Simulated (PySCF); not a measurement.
A structure optimised at B3LYP-D3(BJ)/def2-SVP, used in a PySCF frequency run:

```xyz
10

Cl    -1.8672     0.0000     0.9726
C     -0.6722     0.0000    -0.2566
C      0.6722     0.0000    -0.2566
Cl     1.8672     0.0000     0.9726
C      0.7859     0.0000    -1.7655
C     -0.7859     0.0000    -1.7655
H      1.2475     0.9002    -2.2011
H      1.2475    -0.9002    -2.2011
H     -1.2475    -0.9002    -2.2011
H     -1.2475     0.9002    -2.2011
```

Write its SMILES, formula and point group.

ClC1=C(Cl)CC1, C4H4Cl2, C2v

What are its rotational constants (standard atomic weights)?

3.0583, 1.7894, 1.1456 GHz
